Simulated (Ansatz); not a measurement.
CH2FI, SMILES `FCI`. Charge 0, multiplicity 1. I takes the def2 core potential. All single points use the PBE0-D4/def2-TZVP geometry.

```xyz
5

F    -0.542   -1.279   -0.179
C     0.025   -0.105    0.183
I    -0.018    1.300   -1.434
H    -0.538    0.343    0.998
H     1.073   -0.259    0.431
```

**Question.** What is the dipole moment at ωB97M-V/def2-TZVPP? (Estimate.)

**Answer.** Computed: 1.59 D, with components (0.64, 0.39, 1.41) D in this frame, pointing from negative to positive charge.

**Question.** And with PBE, r2SCAN, B3LYP? (Best estimate.)

**Answer.** The calculation gave: PBE 1.53 D, r2SCAN 1.62 D, B3LYP 1.60 D.

**Question.** Give the Mulliken charges with ωB97M-V, PBE, B3LYP in def2-TZVPP. (An estimate is asked.)

**Answer.** The calculation gave: 
```csv
atom,ωB97M-V,PBE,B3LYP
F1,-0.19,-0.15,-0.20
C2,-0.10,-0.08,-0.06
I3,-0.04,-0.07,-0.05
H4,0.16,0.15,0.15
H5,0.16,0.15,0.15
```

B3LYP here is the variant with VWN-RPA as its local correlation; programs differ in this.
